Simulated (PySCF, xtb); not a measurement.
CH5FO2Si2, SMILES [SiH3][Si@@H](OC=O)F. Other conformers were not sampled.

Harmonic wavenumbers (cm⁻¹) from GFN2-xTB (xtb 6.7.1) at its own minimum, in rising order: 44, 111, 143, 186, 221, 242, 302, 441, 499, 525, 632, 642, 691, 740, 770, 808, 825, 832, 949, 1236, 1359, 1752, 2166, 2259, 2281, 2325, 2820.

Problem. What does B3LYP-D3(BJ)/def2-SVP in PySCF give at its own minimum? (Estimate from the structure and the level; the computed values follow.)

Solution. 38, 119, 158, 175, 207, 239, 341, 419, 523, 544, 708, 742, 818, 835, 887, 913, 933, 955, 1051, 1230, 1397, 1823, 2202, 2236, 2260, 2273, 3045. Paired by order, the mean absolute difference is 59 cm⁻¹ and the zero-point energies are 36.9 and 38.7 kcal/mol.
